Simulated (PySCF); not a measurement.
Work out the structure from these simulated measurements.

Formula: C5H6FNO2.

| Item | Value |
| --- | --- |
| Dipole | 3.11 D [wB97X-D/def2-SVPD] |
| Rotational structure | rotational constants A, B, C: 1.898, 1.446, 0.939 GHz [GFN2-xTB] |
| Triplet | lowest triplet excitation (Tamm–Dancoff): 6.16 eV [TDA wB97X-D/def2-SVPD] |
| 1H NMR | chemical shifts (computed TMS as zero) by class: 5.51 (1 H), 4.14 (1 H), 3.63 (3 H), 3.41 (1 H) ppm [GIAO PBE0/pcSseg-1] |
| 13C NMR | chemical shifts (computed TMS as zero) by class: 121.7 (1 C), 91.9 (1 C), 76.0 (1 C), 61.8 (1 C), 46.2 (1 C) ppm [GIAO PBE0/pcSseg-1] |
| UV, strongest line | among the 8 lowest singlet transitions: S8 at 8.86 eV (140 nm, f = 0.036) [TDDFT wB97X-D/def2-SVPD] |
| UV, first state | lowest singlet excitation: 7.22 eV (172 nm, f = 0.018) [TDDFT wB97X-D/def2-SVPD] |

The electronic properties come from PySCF, for the isolated species, density fitting. Levels stand in brackets. Geometry: GFN2-xTB, one conformer, isolated molecule. NMR classes are plain means over equivalent atoms (diastereotopic ones count apart unless rotation or inversion swaps them), as if these changed places fast.

Question: What is the compound? Reason from the data.

Answer: Numbering: `[CH3:1][O:2][CH2:3][C@@:4]1([C:5]#[N:6])[O:7][C@H:8]1[F:9]`. Its formula, C5H6FNO2, gives 3 degrees of unsaturation: 1 ring and 2 π bonds in the structure found. 5 carbons fall into 5 classes; from least to most shielded: nitrile carbon [C5] (121.7 ppm), sp3 C–F carbon [C8] (91.9 ppm), chain sp3 carbon bound to oxygen [C3] (76.0 ppm), methoxy carbon [C1] (61.8 ppm), ring sp3 carbon bound to oxygen [C4] (46.2 ppm). Hydrogen classes from least to most shielded: 1 H on an sp3 C–F carbon, C8 (5.51 ppm), 1 H on an sp3 carbon bound to oxygen, C3 (4.14 ppm), 3 H on a methoxy carbon, C1 (3.63 ppm, a mean of values up to 0.7 ppm apart in this geometry), 1 H on an sp3 carbon bound to oxygen, C3 (3.41 ppm). The optimised geometry has point group C1 and is an asymmetric top. Structure: `COC[C@@]1(C#N)O[C@H]1F`. Computed isomers that give other values at the same levels: `C=CO/C(=C\F)C(N)=O` (rotational constant A: 2.323 GHz; this holds for the one conformer computed); `C[C@@]1(C#N)CO[C@H](F)O1` (rotational constant A: 2.485 GHz; this holds for the one conformer computed). The assignments are read from this structure; whether some other isomer fits the data as well wasn't checked. The mirror image fits equally.

Conformer computed: `[CH3:1][O:2][CH2:3][C@@:4]1([C:5]#[N:6])[O:7][C@H:8]1[F:9]`: C1–O2–C3–C4 179°, O2–C3–C4–C5 66°.
